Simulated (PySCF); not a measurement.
**Multinuclear NMR of C6H5ClN2**

Cartesian coordinates in Å; atom numbers follow the order of the lines, from 1:
```xyz
14

C     2.4429   -0.8455    0.4175
C     1.7087    0.2468    0.2373
C     0.2712    0.2001    0.0268
N    -0.3372   -0.9844    0.0132
C    -1.6426   -1.0349   -0.1791
C    -2.3925    0.1171   -0.3670
N    -1.8126    1.3084   -0.3574
C    -0.5127    1.3555   -0.1650
Cl    0.1780    2.9315   -0.1632
H     1.9855   -1.8201    0.4141
H     3.5066   -0.7942    0.5713
H     2.1511    1.2322    0.2381
H    -2.0868   -2.0200   -0.1810
H    -3.4604    0.1070   -0.5277
```

Level of theory: geometry: GFN2-xTB, NMR shieldings at PBE0/pcSseg-1/GIAO, in PySCF 2.14.0 with density-fitted response routines (single conformer, relativity neglected, gas phase).

Predict the 15N NMR data.

Answers


```tsv
atoms	environment	σ (ppm)	δ (ppm)
N7	pyridine-type ring nitrogen	-106.0	-50.4
N4	pyridine-type ring nitrogen	-98.5	-57.3
```

Shieldings were converted by a linear fit to measured shifts: 15N (scatter 6.3 ppm rms vs CH3NO2, solution or neat liquid). Occasional misses reach two or three times the rms, and more in compound classes unlike the fitted ones.

On a 400 MHz spectrometer 15N resonates near 40.5 MHz, so 1 ppm is 40.5 Hz.
